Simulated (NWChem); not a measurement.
System: Si2H2F4; SMILES F[SiH](F)[SiH](F)F

Input file for NWChem:

```
start job
memory heap 200 mb stack 900 mb global 1100 mb
geometry units angstroms noautoz
  Si    -1.112451     0.380493     0.002901
  F     -1.851643    -0.244784     1.318051
  F     -1.848947    -0.237760    -1.317087
  Si     1.112451    -0.380493     0.002901
  F      1.848947     0.237760    -1.317087
  F      1.851643     0.244784     1.318051
  H     -1.304784     1.864672     0.006833
  H      1.304784    -1.864672     0.006833
end
basis spherical
  * library def2-svp
end
dft
  xc b3lyp
  grid xfine
  iterations 150
  mulliken
end
task dft gradient
```

Parts of the log:

```
             Northwest Computational Chemistry Package (NWChem) 7.3.0
             --------------------------------------------------------

 C2  symmetry detected

                             Geometry "geometry" -> ""
                             -------------------------

 Output coordinates in angstroms (scale by  1.889725989 to convert to a.u.)

  No.       Tag          Charge          X              Y              Z
 ---- ---------------- ---------- -------------- -------------- --------------
    1 Si                  14.0000    -1.10581053     0.39938104     0.00120030
    2 F                    9.0000    -1.85554279    -0.21321808     1.31635030
    3 F                    9.0000    -1.85272758    -0.20624101    -1.31878770
    4 Si                  14.0000     1.10581053    -0.39938104     0.00120030
    5 F                    9.0000     1.85272758     0.20624101    -1.31878770
    6 F                    9.0000     1.85554279     0.21321808     1.31635030
    7 H                    1.0000    -1.27284253     1.88661996     0.00513230
    8 H                    1.0000     1.27284253    -1.88661996     0.00513230

 Effective nuclear repulsion energy (a.u.)     390.8973287154

      Symmetry information
      --------------------

 Group name             C2
 Group number              4
 Group order               2
 No. of unique centers     4

                                 NWChem DFT Module
                                 -----------------

 Summary of "ao basis" -> "ao basis" (spherical)
 ------------------------------------------------------------------------------
       Tag                 Description            Shells   Functions and Types
 ---------------- ------------------------------  ------  ---------------------
 Si                         def2-svp                 8       18   4s3p1d
 F                          def2-svp                 6       14   3s2p1d
 H                          def2-svp                 3        5   2s1p

      Symmetry analysis of basis
      --------------------------

        a          51
        b          51

            General Information
            -------------------
          SCF calculation type: DFT
          Wavefunction type:  closed shell.
          No. of atoms     :     8
          No. of electrons :    66
           Alpha electrons :    33
            Beta electrons :    33
          Charge           :     0
          Spin multiplicity:     1
          Use of symmetry is: on ; symmetry adaption is: on
          Maximum number of iterations: 150
          AO basis - number of functions:   102
                     number of shells:    46
          Convergence on energy requested:  1.00D-06
          Convergence on density requested:  1.00D-05
          Convergence on gradient requested:  5.00D-04

              XC Information
              --------------
                         B3LYP Method XC Potential
                     Hartree-Fock (Exact) Exchange  0.200
                        Slater Exchange Functional  0.800 local
                    Becke 1988 Exchange Functional  0.720 non-local
              Lee-Yang-Parr Correlation Functional  0.810
                  VWN I RPA Correlation Functional  0.190 local

             Grid Information
             ----------------
          Grid used for XC integration:  xfine
          Radial quadrature: Mura-Knowles
          Angular quadrature: Lebedev.
          Tag              B.-S. Rad. Rad. Pts. Rad. Cut. Ang. Pts.
          ---              ---------- --------- --------- ---------
          Si                  1.10      125          10.0      1454
          F                   0.50      100          11.0      1454
          H                   0.35      100          12.0      1202
          Grid pruning is: on
          Number of quadrature shells:   425
          Spatial weights used:  Erf1

      Superposition of Atomic Density Guess
      -------------------------------------

 Sum of atomic energies:        -975.64569216

      Non-variational initial energy
      ------------------------------

 Total energy =    -976.519494
 1-e energy   =   -2137.694845
 2-e energy   =     770.278023
 HOMO         =      -0.313474
 LUMO         =       0.018100

      Symmetry analysis of molecular orbitals - initial
      -------------------------------------------------

  Numbering of irreducible representations:

     1 a           2 b

  Orbital symmetries:

     1 b           2 a           3 a           4 b           5 a
     6 b           7 a           8 b           9 a          10 b
    11 b          12 a          13 a          14 b          15 a
    16 b          17 a          18 b          19 a          20 b
    21 a          22 b          23 a          24 b          25 a
    26 b          27 a          28 b          29 a          30 b
    31 a          32 b          33 a          34 a          35 b
    36 b          37 a          38 b          39 b          40 a
    41 a          42 b          43 a

     ---------------------------------------------
      Total Density - Mulliken Population Analysis
     ---------------------------------------------

    Atom       Charge   Shell Charges
 -----------   ------   -------------------------------------------------------
    1 Si  14    12.73   2.00  1.99  0.92  0.24  5.93  0.83  0.59  0.23
    2 F    9     9.58   1.99  1.15  0.78  3.51  2.15  0.00
    3 F    9     9.58   1.99  1.15  0.78  3.51  2.15  0.00
    4 Si  14    12.73   2.00  1.99  0.92  0.24  5.93  0.83  0.59  0.23
    5 F    9     9.58   1.99  1.15  0.78  3.51  2.15  0.00
    6 F    9     9.58   1.99  1.15  0.78  3.51  2.15  0.00
    7 H    1     1.10   0.69  0.40  0.01
    8 H    1     1.10   0.69  0.40  0.01

   convergence    iter        energy       DeltaE   RMS-Dens  Diis-err
 ---------------- ----- ----------------- --------- --------- ---------
 d= 0,ls=0.0,diis     1   -979.1607909249 -1.37D+03  2.04D-02  1.39D+00
 d= 0,ls=0.0,diis     2   -978.9921347704  1.69D-01  1.05D-02  3.75D+00
 d= 0,ls=0.0,diis     3   -979.3219014418 -3.30D-01  1.16D-03  1.76D-02
 d= 0,ls=0.0,diis     4   -979.3232556721 -1.35D-03  3.38D-04  1.10D-03
 d= 0,ls=0.0,diis     5   -979.3233809971 -1.25D-04  4.53D-05  1.22D-05
  Resetting Diis
 d= 0,ls=0.0,diis     6   -979.3233831541 -2.16D-06  5.81D-06  2.65D-07
 d= 0,ls=0.0,diis     7   -979.3233831906 -3.65D-08  3.94D-06  1.06D-07

         Total DFT energy =     -979.323383190572
      One electron energy =    -2139.536525464744
           Coulomb energy =      853.961024734135
    Exchange-Corr. energy =      -84.645211175349
 Nuclear repulsion energy =      390.897328715386

 Numeric. integr. density =       66.000000055023

                  Occupations of the irreducible representations
                  ----------------------------------------------

                     irrep           alpha         beta
                     --------     --------     --------
                     a                17.0         17.0
                     b                16.0         16.0

                       DFT Final Molecular Orbital Analysis
                       ------------------------------------

 Vector   31  Occ=2.000000D+00  E=-4.204802D-01  Symmetry=a
              MO Center=  2.0D-13, -1.5D-13, -3.8D-04, r^2= 5.0D+00
   Bfn.  Coefficient  Atom+Function         Bfn.  Coefficient  Atom+Function
  ----- ------------  ---------------      ----- ------------  ---------------
    22      0.198981  2 F  px                36      0.198674  3 F  px
    68     -0.198674  5 F  px                82     -0.198981  6 F  px
    93      0.177519  7 H  s                 98      0.177519  8 H  s
    23      0.172908  2 F  py                37      0.173692  3 F  py
    69     -0.173692  5 F  py                83     -0.172908  6 F  py

 Vector   32  Occ=2.000000D+00  E=-4.009496D-01  Symmetry=b
              MO Center= -2.5D-13,  1.2D-13,  1.2D-03, r^2= 5.2D+00
   Bfn.  Coefficient  Atom+Function         Bfn.  Coefficient  Atom+Function
  ----- ------------  ---------------      ----- ------------  ---------------
    93      0.244195  7 H  s                 98     -0.244195  8 H  s
    23      0.234411  2 F  py                37      0.234477  3 F  py
    69      0.234477  5 F  py                83      0.234411  6 F  py
    26     -0.160702  2 F  py                40     -0.160779  3 F  py
    72     -0.160779  5 F  py                86     -0.160702  6 F  py

 Vector   33  Occ=2.000000D+00  E=-3.191158D-01  Symmetry=a
              MO Center= -3.5D-14,  5.8D-15,  1.5D-03, r^2= 3.8D+00
   Bfn.  Coefficient  Atom+Function         Bfn.  Coefficient  Atom+Function
  ----- ------------  ---------------      ----- ------------  ---------------
     8      0.228949  1 Si px                54     -0.228949  4 Si px
    93     -0.221337  7 H  s                 98     -0.221337  8 H  s
    94     -0.185087  7 H  s                 99     -0.185087  8 H  s
     3      0.165775  1 Si s                 49      0.165775  4 Si s
    22      0.158440  2 F  px                36      0.158506  3 F  px

[...]

                         DFT ENERGY GRADIENTS

    atom               coordinates                        gradient
                 x          y          z           x          y          z
   1 Si     -2.089679   0.754721   0.002268    0.006732   0.000345   0.000053
   2 F      -3.506467  -0.402924   2.487541   -0.003481  -0.002839   0.006768
   3 F      -3.501147  -0.389739  -2.492147   -0.003481  -0.002824  -0.006841
   4 Si      2.089679  -0.754721   0.002268   -0.006732  -0.000345   0.000053
   5 F       3.501147   0.389739  -2.492147    0.003481   0.002824  -0.006841
   6 F       3.506467   0.402924   2.487541    0.003481   0.002839   0.006768
   7 H      -2.405324   3.565195   0.009699   -0.000444   0.005347   0.000020
   8 H       2.405324  -3.565195   0.009699    0.000444  -0.005347   0.000020
```

Level: B3LYP/def2-SVP. Structure relaxed at the PBE-D3(BJ)/def2-SVP level.
